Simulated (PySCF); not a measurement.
InI₂, SMILES [I][In+][I], charge +1.

The structure is a stationary point at PBE-D3(BJ)/def2-SVP. The multiplicity is an assumed one; other spin states were not compared. The isomer is the one that the SMILES or the coordinates give; other isomers of the formula were not compared. The def2 effective core potentials stand for the cores of I, In; spin–orbit coupling is left out.

All values below come from PBE-D3(BJ)/def2-SVP run with PySCF.

Frequencies are harmonic and unscaled.

Modes within 1.5 cm⁻¹ of each other (mostly degenerate sets) share a row, with their intensities summed.

Problem. Estimate the vibrational spectrum. (The exact figures need the calculation; the answer reports its results.)

Solution. 
```
mode  ν (cm⁻¹)  IR (km/mol)  moving atoms (share of kinetic energy)
----  --------  -----------  --------------------------------------
1–2         48          3.8                         In 69 %, I 31 %
3          153          0.0                                 I 100 %
4          287         27.7                         In 69 %, I 31 %
```
